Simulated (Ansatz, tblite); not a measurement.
Species of one formula, ZrP$_{2}$H$_{6}$Br$_{4}$ (singlet), each relaxed with PBE-D4/def2-SVP in Ansatz.

In the def2 sets Zr takes a core potential; there is no spin–orbit coupling. The xTB rows come from tblite. HSE06 is defined as in plane-wave codes, on full-range PBE exchange. Correlated methods freeze 46 core orbitals; core or outer-core shells of Br, Zr are correlated, in sets that lack core-valence functions.

A: At B2PLYP/def2-TZVP the test of the restricted singlet for broken spin symmetry was undecided. B: At B2PLYP/def2-TZVP the test of the restricted singlet for broken spin symmetry was undecided.

Other spin states weren't relaxed.

A: cis-Zr(PH3)2Br4 (ZrP₂H₆Br₄)

| atom | x (Å) | y (Å) | z (Å) |
| --- | --- | --- | --- |
| Br1 | 2.541 | 1.766 | -1.727 |
| Br2 | 1.723 | -2.221 | -2.157 |
| Br3 | -1.095 | 0.474 | -2.274 |
| Br4 | 2.101 | -0.581 | 1.359 |
| P5 | -0.887 | -1.808 | 0.246 |
| P6 | -0.109 | 1.914 | 0.664 |
| Zr7 | 1.046 | -0.112 | -0.952 |
| H8 | -1.841 | -2.472 | -0.587 |
| H9 | -1.812 | -1.250 | 1.187 |
| H10 | -0.462 | -2.922 | 1.035 |
| H11 | -1.189 | 1.572 | 1.540 |
| H12 | -0.720 | 3.048 | 0.042 |
| H13 | 0.705 | 2.594 | 1.623 |

B: trans-Zr(PH3)2Br4 (ZrP2H6Br4)

```xyz
13

Br    2.333    1.285   -0.195
Br   -2.244   -0.711   -0.777
Br    1.190   -2.054   -1.213
Br   -0.683    1.361    1.965
P    -0.400    2.025   -1.888
P     0.244   -1.993    1.946
Zr    0.115   -0.023   -0.042
H     0.445    2.090   -3.039
H    -0.210    3.356   -1.410
H    -1.668    2.183   -2.530
H     1.534   -2.530    2.247
H    -0.433   -3.215    1.657
H    -0.224   -1.772    3.280
```

Estimate which lies lowest at each level, and how far above it the others are (kcal/mol).


| level | A | B |
| --- | --- | --- |
| GFN1-xTB | 0.0 | 5.6 |
| GFN2-xTB | 0.0 | 5.1 |
| HF/def2-SVP | 0.0 | 6.5 |
| PBE-D4/def2-SVP | 0.0 | 7.8 |
| PBE-D4/def2-TZVP | 0.0 | 7.9 |
| r2SCAN-D4/def2-TZVP | 0.0 | 7.8 |
| PBE0-D4/def2-SVP | 0.0 | 7.8 |
| PBE0-D4/def2-TZVP | 0.0 | 8.0 |
| HSE06-D4/def2-TZVP | 0.0 | 8.0 |
| B2PLYP/def2-TZVP | 0.0 | 7.7 |
| RPA@PBE/def2-SVP | 0.0 | 7.3 |
| MP2/def2-SVP | 0.0 | 7.9 |
Point groups (tolerance 0.1 Å): A not assigned, B not assigned. A and B have the same bonds, so they are conformers or stereoisomers.
